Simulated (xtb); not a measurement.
thionyl fluoride (F2OS), singlet, at a GFN2-xTB geometry; xtb 6.7.1 with GFN0-xTB with ALPB(cs2).

Here is a job for xtb.
```
$ xtb mol.xyz --gfn 0 --alpb cs2 --json

# file mol.xyz
4

O      1.36431422    -0.14953623    -0.37776966
S      0.20253837    -0.00630885     0.40783444
F     -0.66691673     1.26541662    -0.23549748
F     -0.90587522    -1.12127979    -0.15374626
```

Problem. What does xtb print? Leave out banner, timings and long lists.

Solution. 
```
   ID    Z sym.   atoms
    1    8 O      1
    2   16 S      2
    3    9 F      3, 4

           -------------------------------------------------
          |                Calculation Setup                |
           -------------------------------------------------

           -------------------------------------------------
          |                 G F N 0 - x T B                 |
           -------------------------------------------------

      * Solvation model:               ALPB
        Solvent                        cs2
        Parameter file                 internal GFN-FF/ALPB
        Dielectric constant                2.6400E+00
        Reference state                gsolv [1 M gas/solution]
        Free energy shift                  4.5141E-03 Eh       2.8326E+00 kcal/mol
        Temperature                        2.9815E+02 K
        Density                            1.2600E+00 kg/L
        Solvent mass                       7.6140E+01 g/mol
        Interaction kernel             P16
        Born radius scaling (c1)           1.2853E+00
        Born radii integrator          GBOBC
        Born offset                        0.0000E+00 a0       0.0000E+00 AA
        H-bond correction              false
        Ion screening                  false
        Surface tension                    1.0000E-05 Eh       1.5569E+01 dyn/cm
        Grid points                               230 per atom

          ...................................................
          :                      SETUP                      :
          :.................................................:
          :  # basis functions                  22          :
          :  # atomic orbitals                  21          :
          :  # shells                            9          :
          :  # electrons                        26          :
          :  electronic temp.          300.0000000     K    :
          :  accuracy                    1.0000000          :
          :  -> integral cutoff          0.2500000E+02      :
          :  -> integral neglect         0.1000000E-07      :
          ...................................................

         :::::::::::::::::::::::::::::::::::::::::::::::::::::
         ::                     SUMMARY                     ::
         :::::::::::::::::::::::::::::::::::::::::::::::::::::
         :: total energy             -14.220390401128 Eh    ::
         :: total w/o Gsasa/hb       -14.219569528344 Eh    ::
         :: gradient norm              0.026605232105 Eh/a0 ::
         :: HOMO-LUMO gap              4.806057031910 eV    ::
         ::.................................................::
         :: H0 energy                -14.176958084478 Eh    ::
         :: repulsion energy           0.032282615586 Eh    ::
         :: electrostat energy        -0.075015729006 Eh    ::
         :: -> Gsolv                   0.000000000000 Eh    ::
         ::    -> Gsasa               -0.005334937186 Eh    ::
         ::    -> Gshift               0.004514064402 Eh    ::
         :: dispersion energy         -0.000699203144 Eh    ::
         :: short-range corr.         -0.000000000086 Eh    ::
         :: add. restraining           0.000000000000 Eh    ::
         :: total charge               0.000000000000 e     ::
         :::::::::::::::::::::::::::::::::::::::::::::::::::::

           -------------------------------------------------
          |                Property Printout                |
           -------------------------------------------------

    * Orbital Energies and Occupations

         #    Occupation            Energy/Eh            Energy/eV
      -------------------------------------------------------------
         1        2.0000           -0.8326057             -22.6564
         2        2.0000           -0.8067037             -21.9515
         3        2.0000           -0.7161017             -19.4861
         4        2.0000           -0.6170112             -16.7897
         5        2.0000           -0.4973460             -13.5335
         6        2.0000           -0.4961397             -13.5006
         7        2.0000           -0.4929582             -13.4141
         8        2.0000           -0.4484685             -12.2034
         9        2.0000           -0.4475886             -12.1795
        10        2.0000           -0.4399824             -11.9725
        11        2.0000           -0.4389988             -11.9458
        12        2.0000           -0.4381433             -11.9225
        13        2.0000           -0.4164311             -11.3317 (HOMO)
        14                         -0.2398118              -6.5256 (LUMO)
        15                         -0.1879420              -5.1142
        16                         -0.0898025              -2.4437
        17                          0.0128171               0.3488
        18                          0.0919616               2.5024
        19                          0.1494306               4.0662
        20                          0.4935323              13.4297
        21                          0.8915834              24.2612
      -------------------------------------------------------------
                  HL-Gap            0.1766193 Eh            4.8061 eV
             Fermi-level            0.0000000 Eh            0.0000 eV

     #   Z          covCN         q      C6AA      α(0)
     1   8 O        0.860    -0.402    21.643     6.242
     2  16 S        2.430     0.765   111.574    17.809
     3   9 F        0.785    -0.182    11.100     3.838
     4   9 F        0.785    -0.182    11.100     3.838

 Mol. C6AA /au·bohr⁶  :        466.411559
 Mol. C8AA /au·bohr⁸  :      14623.935552
 Mol. α(0) /au        :         31.727167

Wiberg/Mayer (AO) data.
largest (>0.10) Wiberg bond orders for each atom

 ---------------------------------------------------------------------------
     #   Z sym  total        # sym  WBO       # sym  WBO       # sym  WBO
 ---------------------------------------------------------------------------
     1   8 O    2.289 --     2 S    2.109
     2  16 S    4.047 --     1 O    2.109     4 F    0.969     3 F    0.969
     3   9 F    1.089 --     2 S    0.969
     4   9 F    1.089 --     2 S    0.969
 ---------------------------------------------------------------------------

Topologies differ in total number of bonds
Writing topology from bond orders to xtbtopo.mol

 dipole moment from electron density (au)
     X       Y       Z
   0.4441  -0.0107   0.9870  total (Debye):    2.751

           -------------------------------------------------
          | TOTAL ENERGY              -14.220390401128 Eh   |
          | GRADIENT NORM               0.026605232105 Eh/α |
          | HOMO-LUMO GAP               4.806057031910 eV   |
           -------------------------------------------------

normal termination of xtb
```
